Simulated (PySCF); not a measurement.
Correlation energy of C (carbon, neutral)

[He] 2s2 2p2, high-spin 3P determinant. Calculation: PySCF 2.14, in dyall-acv3z (15s9p4d2f, 76 functions); no relativity, point nucleus. Frozen: nothing; 6 electrons correlated; the 5 highest virtual orbitals of each spin left out.

```json
{"level": "CCSD", "correlation energy (mhartree)": "-138.64"}
{"level": "(T)", "correlation energy (mhartree)": "-2.52"}
{"level": "CCSD(T)", "correlation energy (mhartree)": "-141.16"}
```

Diagnostics: T1 = 0.0082, D1 = 0.0200, largest double amplitude 0.064.

**Question.** Is a single reference adequate?

**Answer.** Yes: T1 lies below 0.03 and no double amplitude reaches 0.07.
